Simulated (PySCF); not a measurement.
## Ag(2+) (silver, charge +2) across methods

[Kr] 4d8 5s1, high-spin 4F determinant (an excited configuration). Calculation: PySCF 2.14, in def2-QZVPPD with the def2 core potential (28 electrons); a scalar-relativistic core potential.

```tsv
method	E (hartree)	mean ε 4d α (eV)	mean ε 4d β (eV)	mean ε 5s α (eV)	Σ⟨r²⟩ (bohr²)	⟨S²⟩
wB97X-V	-145.5856	-38.448	-36.900	-26.093	30.61	3.751
PBE0	-145.6142	-36.093	-34.311	-24.120	30.58	3.751
TPSSh	-145.5740	-34.687	-33.059	-23.494	30.60	3.751
r2SCAN	-145.6707	-34.345	-32.513	-23.594	30.48	3.752
PW91	-145.6813	-33.843	-32.206	-23.439	30.64	3.751
BHandHLYP	-145.5448	-38.243	-36.470	-24.840	30.60	3.752
PBE	-145.6185	-33.759	-32.103	-23.337	30.65	3.751
UHF	-144.89141	-42.097	-39.877	-25.828	30.71	3.754
```

(1) Estimate the same row for LDA.

Energies and moments cover only the electrons outside the core potential.

Answers

(1) E (hartree) = -145.3134; mean ε 4d α (eV) = -33.900; mean ε 4d β (eV) = -32.153; mean ε 5s α (eV) = -23.714; Σ⟨r²⟩ (bohr²) = 30.72; ⟨S²⟩ = 3.750.
